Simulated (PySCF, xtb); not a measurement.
BH6NO2Si, SMILES OB([SiH2]N)O. One conformer was computed; it need not be the lowest.

Harmonic wavenumbers (cm⁻¹) from GFN2-xTB (xtb 6.7.1) at its own minimum, in rising order: 50, 111, 222, 284, 333, 366, 521, 571, 582, 591, 633, 672, 708, 825, 845, 855, 963, 974, 1210, 1271, 1546, 2116, 2173, 3456, 3487, 3558, 3646.

Q: What does PBE-D3(BJ)/def2-SVP in PySCF give at its own minimum? (An estimate is asked for; the answer gives what the named calculation found.)

A: 93, 181, 253, 309, 324, 405, 536, 561, 589, 630, 675, 728, 807, 878, 908, 913, 993, 1130, 1296, 1436, 1508, 2117, 2146, 3319, 3444, 3531, 3675. Paired by order, the mean absolute difference is 52 cm⁻¹ and the zero-point energies are 46.6 and 47.7 kcal/mol.
